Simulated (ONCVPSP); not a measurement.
# u(r) = r·R(r): atom against pseudo-atom (Tl)

Columns: radius, all-electron u(r) and pseudo u(r) of the 5s shell (level -130.89 eV) of thallium in the configuration [Kr] 4d10 4f14 5s2 5p6 5d10 6s2 6p1; BLYP, scalar-relativistic, ONCV scheme, ONCVPSP 4.0.1.

```tsv
r (bohr)	all-electron	pseudo
0.103	0.3568	0.2228
0.205	-0.0663	0.4351
0.308	-0.7224	0.6338
0.410	-0.3469	0.8076
0.513	0.3707	0.9504
0.615	0.9294	1.0491
0.718	1.2214	1.0983
0.820	1.2867	1.0961
0.923	1.2106	1.0471
1.025	1.0642	0.9598
1.128	0.8927	0.8421
1.230	0.7271	0.7091
1.332	0.5791	0.5749
1.435	0.4526	0.4521
1.538	0.3493	0.3492
1.640	0.2677	0.2676
1.743	0.2030	0.2029
1.845	0.1535	0.1534
1.948	0.1151	0.1151
2.050	0.0863	0.0862
2.153	0.0643	0.0642
2.255	0.0479	0.0478
2.358	0.0355	0.0355
2.460	0.0263	0.0263
2.562	0.0195	0.0195
2.665	0.0144	0.0144
```

**Question.** How many radial nodes do the two functions have?

**Answer.** The all-electron 5s function has n − l − 1 = 4 (the table is too coarse to show those close to the nucleus); the pseudo-wave has 0, since the states of the same l below it are removed with the core.

**Question.** At about which radius was the pseudo-wave matched?

**Answer.** 1.65 bohr. The columns agree to 0.0005 from 1.54 bohr on; several derivatives are matched, so the curves merge somewhat inside the radius.

**Question.** Is the pseudo-wave norm-conserving?

**Answer.** Yes: the ONCV scheme keeps the norm inside the radius equal to the all-electron one, which fixes the energy derivative of the logarithmic derivative at the level.
